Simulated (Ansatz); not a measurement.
A run for Ansatz (a quantum-chemistry and plane-wave program): U-B3LYP/cc-pVTZ on C2H5Ga (SMILES C=[CH][GaH2]), a point of a bond scan (R = 1.902 Å).

Ansatz 0.2 input:
```yaml
crystal:
  periodic: [false, false, false]
  atoms:
    - {symbol: Ga, position_ang: [-0.08715066, 0.10104622, 0.73305918]}
    - {symbol: H, position_ang: [-0.76539925, 1.51896569, 0.78932898]}
    - {symbol: H, position_ang: [0.22794711, -0.70697670, 2.04227001]}
    - {symbol: C, position_ang: [0.34544064, -0.60894069, -1.04139596]}
    - {symbol: C, position_ang: [0.07372601, 0.08545312, -2.14907111]}
    - {symbol: H, position_ang: [0.81534456, -1.58265613, -1.15772427]}
    - {symbol: H, position_ang: [0.47557986, -0.56355555, -3.89163589]}
    - {symbol: H, position_ang: [-0.39457853, 1.06456870, -2.11108447]}
basis:
  gaussian:
    orbitals: cc-pVTZ
hamiltonian:
  xc: {name: B3LYP}
magnetization: {spin_polarized: true, initial_magnetization: 0}
```

The log:

```
WARN ansatz: RAYON_NUM_THREADS=1 ignored (pool sized by the plan → 1); use --threads N
Functional definition: B3LYP
integrals: 0.08 GiB planned
1020 factors; their error is unknown
mean field: 0.99 GiB planned
mean field evaluation 1: about -54523.1824 eV, gradient 4.2e1 eV
mean field evaluation 2: about -54495.5694 eV, gradient 7.4e1 eV
mean field evaluation 4: about -54531.6153 eV, gradient 1.2e1 eV
mean field evaluation 8: about -54532.2911 eV, gradient 1.1e-1 eV
mean field evaluation 16: about -54532.4420 eV, gradient 6.3e-5 eV
mean field -54532.44195796 eV, -2004.0302785382 hartree, gradient 1.2e-5 eV, S^2 0.000000; 1 other end points of the search recorded, 0 dependent functions left out
reference -54532.44222182 eV, -2004.0302882351 hartree; 24, 24 occupied and 149, 149 virtual orbitals, 1020 factors
Total energy: -54532.44222182 eV, -2004.0302882351 hartree
```

Self-consistency was reached.

Cost: around 13 core-seconds (rough).
